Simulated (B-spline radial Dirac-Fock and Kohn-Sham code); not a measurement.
## What relativity does to the binding energies of Te³⁺

System: tellurium as Te³⁺, [Kr] 4d10 5s2 5p1.

Both columns are ΔSCF binding energies of the configuration average from a radial atomic solver: non-relativistic Hartree-Fock with a point nucleus, and Dirac-Fock with a finite nucleus and the Coulomb interaction alone, averaged over the two j levels with weights 2j+1.

```tsv
shell	Hartree-Fock (eV)	Dirac-Fock (eV)	shift (eV)	shift (%)
1s	30743.5	31964.8	+1221.25	+3.97
2s	4699.3	5000.0	+300.72	+6.40
2p	4396.2	4484.3	+88.11	+2.00
3s	990.4	1054.4	+63.99	+6.46
3p	862.8	882.5	+19.69	+2.28
3d	628.1	619.3	-8.78	-1.40
4s	207.8	220.4	+12.66	+6.09
4p	161.8	164.8	+3.04	+1.88
4d	83.03	81.02	-2.02	-2.43
5s	44.40	46.16	+1.76	+3.97
5p	35.81	36.06	+0.25	+0.70
```

Relativity binds 1s, 2s, 2p, 3s, 3p, 4s, 4p, 5s, 5p more strongly, among those listed most of all 3s in relative terms, and 3d, 4d more weakly, because the contracted s and p shells screen the nucleus better.

Values without a named source are computed, but for edge energies of neutral atoms, which are taken from tables.
